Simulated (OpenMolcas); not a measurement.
Pt5+ among 6 point charges of -1.7 e arranged as a tetragonal octahedron (D4h), 2.02 Å from the ion, with the axial distance 2.161 Å.

```json
{
 "Program": "OpenMolcas 26.06",
 "Method": "SS-CASPT2, IPEA 0.25 Eh, imaginary shift 0.1 Eh (closed shells correlated: 5s 5p)",
 "Basis": "ANO-RCC-VDZP [7s6p4d2f]",
 "Scalar Hamiltonian": "DKH2, point nucleus",
 "Active space": "5 electrons in 5 orbitals (5d)",
 "State averaging": "2S+1 = 6 even, 1 root; 2S+1 = 4 even, 24 roots; 2S+1 = 2 even, 75 roots",
 "Spin-orbit coupling": "RASSI with atomic mean-field integrals over the reference wave functions"
}
```

(1) What is the spin-free ground state (labels of D4, the rotations of D4h)?

(2) What are the lowest two levels with spin-orbit coupling?

(3) What is χT at 300 K?

## Answers

(1) 6A1, 1-fold in its orbital part, 100 % from free-ion S terms; it has the highest spin that d5 allows.

(2) A 2-fold level E3/2 with g = 2.30, 2.30, 4.45, then a 2-fold level E1/2 96 cm-1 above it. Their leading multiplicities are 6 (77 %) and 6 (79 %).

(3) 3.76 cm3 K/mol.

Point charges give a weaker field than real ligands, and real ions of this kind are as a rule low spin; the high spin found here belongs to the model. Free-ion shares, where given, are those of the reference states; single-state CASPT2 does not remix them. This is an electrostatic model: the charges have no orbitals. No measured value stands beside these numbers.
